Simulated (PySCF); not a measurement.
TPSS on I⁺ (iodine, charge +1)

Configuration: [Kr] 4d10 5s2 5p4, high-spin 3P determinant. All numbers are calculated (PySCF 2.14, the spin-free X2C one-electron Hamiltonian (Gaussian nucleus), in Sapporo-DKH3-DZP-2012 (7s6p4d1f, 52 functions)).

| Property | Result |
| --- | --- |
| Total energy | -7114.43 hartree |
| One-electron energy | -9733.25 hartree |
| Hartree (Coulomb) energy | 2801.54 hartree |
| Exchange-correlation energy | -182.71 hartree |
| ⟨S²⟩ | 2.0018 |
| ⟨L²⟩ | 2.008 |
| Sum of ⟨r⟩ | 34.85 bohr |
| Sum of ⟨r²⟩ | 50.29 bohr² |
| Traceless quadrupole moment −½Σ⟨3z² − r²⟩ along its main axis | -2.47 e·bohr² |
| Langevin diamagnetic susceptibility | -39.8 ×10⁻⁶ cm³/mol |

```json
{"shell": "1s α", "electrons": "1", "mean orbital energy (hartree)": "-1211.02134", "spread (hartree)": "0", "rms radius, mean of both spins (bohr)": "0.0311"}
{"shell": "1s β", "electrons": "1", "mean orbital energy (hartree)": "-1211.01876", "spread (hartree)": "0", "rms radius, mean of both spins (bohr)": "0.0311"}
{"shell": "2s α", "electrons": "1", "mean orbital energy (hartree)": "-187.44959", "spread (hartree)": "0", "rms radius, mean of both spins (bohr)": "0.127"}
{"shell": "2s β", "electrons": "1", "mean orbital energy (hartree)": "-187.44882", "spread (hartree)": "0", "rms radius, mean of both spins (bohr)": "0.127"}
{"shell": "2p α", "electrons": "3", "mean orbital energy (hartree)": "-168.37343", "spread (hartree)": "0.00430", "rms radius, mean of both spins (bohr)": "0.113"}
{"shell": "2p β", "electrons": "3", "mean orbital energy (hartree)": "-168.37153", "spread (hartree)": "0.00262", "rms radius, mean of both spins (bohr)": "0.113"}
{"shell": "3s α", "electrons": "1", "mean orbital energy (hartree)": "-38.19750", "spread (hartree)": "0", "rms radius, mean of both spins (bohr)": "0.335"}
{"shell": "3s β", "electrons": "1", "mean orbital energy (hartree)": "-38.19575", "spread (hartree)": "0", "rms radius, mean of both spins (bohr)": "0.335"}
{"shell": "3p α", "electrons": "3", "mean orbital energy (hartree)": "-31.97929", "spread (hartree)": "0.00949", "rms radius, mean of both spins (bohr)": "0.336"}
{"shell": "3p β", "electrons": "3", "mean orbital energy (hartree)": "-31.97708", "spread (hartree)": "0.00767", "rms radius, mean of both spins (bohr)": "0.336"}
{"shell": "3d α", "electrons": "5", "mean orbital energy (hartree)": "-22.60648", "spread (hartree)": "0.00859", "rms radius, mean of both spins (bohr)": "0.314"}
{"shell": "3d β", "electrons": "5", "mean orbital energy (hartree)": "-22.60412", "spread (hartree)": "0.00679", "rms radius, mean of both spins (bohr)": "0.314"}
{"shell": "4s α", "electrons": "1", "mean orbital energy (hartree)": "-7.01866", "spread (hartree)": "0", "rms radius, mean of both spins (bohr)": "0.787"}
{"shell": "4s β", "electrons": "1", "mean orbital energy (hartree)": "-7.01286", "spread (hartree)": "0", "rms radius, mean of both spins (bohr)": "0.787"}
{"shell": "4p α", "electrons": "3", "mean orbital energy (hartree)": "-5.06695", "spread (hartree)": "0.02294", "rms radius, mean of both spins (bohr)": "0.846"}
{"shell": "4p β", "electrons": "3", "mean orbital energy (hartree)": "-5.06117", "spread (hartree)": "0.01820", "rms radius, mean of both spins (bohr)": "0.846"}
{"shell": "4d α", "electrons": "5", "mean orbital energy (hartree)": "-2.20314", "spread (hartree)": "0.02590", "rms radius, mean of both spins (bohr)": "0.996"}
{"shell": "4d β", "electrons": "5", "mean orbital energy (hartree)": "-2.19371", "spread (hartree)": "0.01920", "rms radius, mean of both spins (bohr)": "0.996"}
{"shell": "5s α", "electrons": "1", "mean orbital energy (hartree)": "-0.99483", "spread (hartree)": "0", "rms radius, mean of both spins (bohr)": "2.05"}
{"shell": "5s β", "electrons": "1", "mean orbital energy (hartree)": "-0.93057", "spread (hartree)": "0", "rms radius, mean of both spins (bohr)": "2.05"}
{"shell": "5p α", "electrons": "3", "mean orbital energy (hartree)": "-0.59243", "spread (hartree)": "0.04413", "rms radius, mean of both spins (bohr)": "2.47"}
{"shell": "5p β", "electrons": "1", "mean orbital energy (hartree)": "-0.53606", "spread (hartree)": "0", "rms radius, mean of both spins (bohr)": "2.47"}
```

Densities and radii are taken from the X2C orbitals without a picture-change correction, which distorts them close to the nucleus.
